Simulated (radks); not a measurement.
Values are calculated unless marked as measured or tabulated.
Problem. Species: Au0.25+. Configuration: [Kr] 4d10 4f14 5s2 5p(1/2: 2, 3/2: 3.75) 5d10 6s1 (fractional occupations, a model configuration). Level of theory: Dirac Kohn-Sham, PBE, spin-unpolarised, spherical densities, finite nucleus; Fermi nuclear charge, rms radius 5.4371 fm (a radial shooting solver on a logarithmic mesh with Libxc functionals). Some entries of the table are withheld. Estimate them.

orbital  occ.  eigenvalue (eV)  <r^2> (bohr^2)  <r> (bohr)
1s1/2       2        -80613.13       0.0003934     0.01687
2s1/2       2              (1)        0.005940         (2)
2p1/2       2        -13636.25        0.004202     0.05798
2p3/2       4        -11800.76        0.005390     0.06653
3s1/2       2        -3357.468         0.03857      0.1833
3p1/2       2        -3095.988         0.03516      0.1736
3p3/2       4        -2690.960         0.04158      0.1893
3d3/2       4        -2255.277         0.03190      0.1648
3d5/2       6        -2168.218         0.03364      0.1696
4s1/2       2              (3)          0.1871      0.4070
4p1/2       2        -619.5577          0.1909      0.4094
4p3/2       4        -522.4344          0.2235      0.4434
4d3/2       4              (4)          0.2362         (5)
4d5/2       6              (6)          0.2478         (7)
5s1/2       2        -111.1739          0.9653      0.9273
4f5/2       6         -86.3576          0.2971      0.4950
4f7/2       8         -82.5448          0.3057      0.5020
5p1/2       2         -74.9108           1.137       1.003
5p3/2    3.75         -58.3741           1.374       1.101
5d3/2       4         -10.5683           2.851       1.543
5d5/2       6          -8.9935           3.163       1.619
6s1/2       1          -7.8083           8.821       2.771

Solution. 
(1) 2s1/2 eigenvalue (eV): -14215.58
(2) 2s1/2 <r> (bohr): 0.07047
(3) 4s1/2 eigenvalue (eV): -731.2743
(4) 4d3/2 eigenvalue (eV): -339.2839
(5) 4d3/2 <r> (bohr): 0.4519
(6) 4d5/2 eigenvalue (eV): -321.1932
(7) 4d5/2 <r> (bohr): 0.4631
